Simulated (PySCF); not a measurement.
**Assignment exercise: C6H15B**

Cartesian coordinates in Å; atom numbers follow the order of the lines, from 1:
```xyz
22

C    -1.979   -1.803   -0.185
C    -1.038   -1.126    0.823
B    -0.142   -0.074    0.056
C    -0.538    1.450    0.119
C     0.172    2.441   -0.793
C     1.145   -0.572   -0.709
C     2.342   -0.442    0.246
H    -2.649   -1.074   -0.667
H    -1.420   -2.311   -0.987
H    -2.618   -2.560    0.297
H    -0.409   -1.900    1.297
H    -1.637   -0.658    1.621
H    -1.637    1.519    0.004
H    -0.390    1.726    1.184
H    -0.164    3.477   -0.630
H     1.262    2.426   -0.639
H    -0.003    2.207   -1.855
H     1.344    0.023   -1.615
H     1.049   -1.625   -1.022
H     3.279   -0.777   -0.226
H     2.203   -1.047    1.157
H     2.496    0.600    0.570
```

PySCF calculation with coordinates at the PBE0-D3(BJ)/def2-SVP level and NMR shieldings at B97-2/pcSseg-1/GIAO; relativity neglected, gas phase, one computed conformer, averaged over atoms made equivalent by symmetry, fast rotation or ring inversion.

δ = σ(ref) − σ, references computed at the same level: ¹³C (σ = 183.69 ppm), ¹H (σ = 31.38 ppm) vs TMS.

Problem. Assign these signals to the numbered atoms. ¹³C{¹H} NMR (computed): δ 20.3, 9.8.

Solution. 
20.3 → C2/C4/C6, sp3 CH2 bonded to B
9.8 → C1/C5/C7, methyl carbon: saturated and bonded to C and H only

Problem. Assign these signals to the numbered atoms. ¹H NMR (300 MHz, computed): δ 1.15 (q, 6H), 0.92 (t, 9H).

Solution. 
1.15 → H11/H12/H13/H14/H18/H19, hydrogen on an sp3 CH2 bonded to B
0.92 → H8/H9/H10/H15/H16/H17/H20/H21/H22, hydrogen on a methyl carbon

A carbon bonded to boron is broadened by the quadrupolar boron nucleus and is often missing from a measured spectrum. Shifts are as computed. Against solution values, carbons near 30 ppm lie about +1 ppm off and those near 130 ppm about +2 ppm. Of 1211 compounds with measured shifts, 218 miss one by over three times the rms of a fit or turn the order of signals round; such compounds aren't used in these exercises. Multiplicities follow the n + 1 count of equivalent neighbours, as no J values were calculated; m marks all less simple cases, F and P coupling included.
